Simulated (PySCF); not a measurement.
# Removing an electron from Cu(AsH3)I

Species: Cu(AsH3)I (singlet state).
Geometry (PBE0-D3(BJ)/def2-SVP, Å), atoms numbered from 1 in this order:
```
atom  x, y, z in Å
Cu1    0.0296   -0.0343   -1.5116
As2    0.0112   -0.0232    0.7771
H3     0.8105   -1.0404    1.5561
H4    -1.3002   -0.2034    1.5044
H5     0.4814    1.2056    1.5181
I6     0.0304   -0.0003   -3.9133
```

Level: B3LYP/def2-SVPD (PySCF). Frontier orbitals with their largest atomic shares (Löwdin; up to four atoms above 4 %):

```tsv
orbital	ε (eV)	main atoms
HOMO−3	-8.12	Cu1 99 %
HOMO−2	-7.12	I6 57 %, Cu1 40 %
HOMO−1	-6.15	?
HOMO	-6.14	?
LUMO	-1.37	As2 47 %, Cu1 22 %, H3 12 %, H5 8 %
LUMO+1	-1.36	As2 47 %, Cu1 22 %, H4 11 %, H5 10 %
LUMO+2	-1.30	Cu1 31 %, As2 25 %, H4 12 %, I6 11 %
```

What vertical ionisation energy does ΔSCF give, and how far is −ε(HOMO) from it?

ΔSCF: 8.46 eV (816 kJ/mol; threshold wavelength 147 nm); ⟨S²⟩ of the doublet left behind is 0.752, against 0.75 for a pure doublet. −ε(HOMO) is 6.14 eV, 2.32 eV below it. For the exact functional −ε(HOMO) would equal the first vertical ionisation energy; B3LYP (global hybrid, 20 % exact exchange) falls short of its own ΔSCF value by 27 %. Holes in the HOMO−1 and HOMO−2 were tried too where these lie within 1.2 eV of the HOMO; the lowest converged state counts.

On which atoms does the HOMO lie?

HOMO: I6 88 %, Cu1 10 %; HOMO−1: I6 88 %, Cu1 10 %. These 2 orbitals lie within 0.02 eV of one another; within a degenerate set any mixture serves as well, and the shares of a single orbital can change with the mixture. The HOMO−2 lies 0.98 eV lower.

How many of the 15 lowest singlet excitations (vertical TDDFT, same level) lie below the ionisation energy?

All 15; they run from 3.99 to 5.60 eV.

Shift the occupied levels rigidly so that −ε(HOMO) equals the ΔSCF value. What binding energies result?

The shift is +2.32 eV: HOMO 8.46, HOMO−1 8.47, HOMO−2 9.44, HOMO−3 10.44 eV. A rigid shift is only a rough guide to the deeper ionisations.

What total energies stand behind the ΔSCF value?

E(N) = -4175.65139 Eh and E(N − 1) = -4175.34046 Eh at the same geometry, 0.31093 Eh apart.

With α = 99.6 au, estimate the like-pair dispersion coefficient by London's formula C6 = (3/4)α²I.

I = 0.3109 Eh, so C6 ≈ 2310 au, a rough estimate.

Isolated species at its PBE0-D3(BJ)/def2-SVP geometry, gas phase. Atoms past krypton carry effective core potentials; spin–orbit coupling is left out. The calculation is non-relativistic apart from the core potentials, for arsenic too.
